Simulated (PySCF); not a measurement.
C₃H₃BN₂O₂, SMILES CB(N=C=O)N=C=O.

The structure is a stationary point at PBE0-D3(BJ)/def2-SVP. One conformer was computed; it need not be the lowest.

Two levels are set side by side: TDA-PBE/def2-SVPD (PySCF) and TDA-CAM-B3LYP/def2-SVPD (PySCF). Vertical, same geometry. The lowest singlet is HOMO→LUMO 100 % with PBE and HOMO→LUMO 94 % with the other functional; states are paired by order. Differences are taken from unrounded values.

```tsv
quantity	TDA-CAM-B3LYP	TDA-PBE	TDA-PBE minus TDA-CAM-B3LYP
lowest singlet excitation (eV)	5.60	4.77	-0.83
lowest triplet excitation (TDA) (eV)	5.42	4.64	-0.78
first bright state (f over 0.05) (eV)	6.59	5.92	-0.67
its oscillator strength	0.32	0.36	0.04
```

A lower first singlet is the usual sign of a functional without exact exchange. Differences between two approximate levels are no errors against the true value.

Rough cost on one machine, each run with all the roots and properties that it gave: TDA-CAM-B3LYP against TDA-PBE about 3 times.
